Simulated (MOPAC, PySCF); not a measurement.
Br$_{3}$Ga, SMILES `[Br][Ga]([Br])[Br]`, neutral singlet in the gas phase. 

Cartesian coordinates (Å):
```xyz
4

Br    -1.3195    -1.8332     0.0329
Ga     0.0000    -0.0001    -0.0001
Br     2.2473    -0.2250     0.0351
Br    -0.9277     2.0584    -0.0679
```
Charge 0, multiplicity 1.

All levels are single points at this geometry (CAM-B3LYP-D3(BJ)/def2-TZVP); Pople sets use spherical d functions. Orbital energies aren't observables, and empty levels follow the basis.

PBE/6-31G* in PySCF gives HOMO (eV) = -7.35.

**Question.** Estimate the HOMO (eV) from each of these levels: CAM-B3LYP-D3(BJ)/def2-TZVP in PySCF; B3LYP/6-31G* in PySCF; M06-2X/6-31G* in PySCF; AM1 in MOPAC; PM6 in MOPAC.

**Answer.** 
| level | HOMO (eV) |
|---|---|
| CAM-B3LYP-D3(BJ)/def2-TZVP in PySCF | -10.02 |
| B3LYP/6-31G* in PySCF | -8.35 |
| M06-2X/6-31G* in PySCF | -9.92 |
| AM1 in MOPAC | -11.51 |
| PM6 in MOPAC | -11.27 |
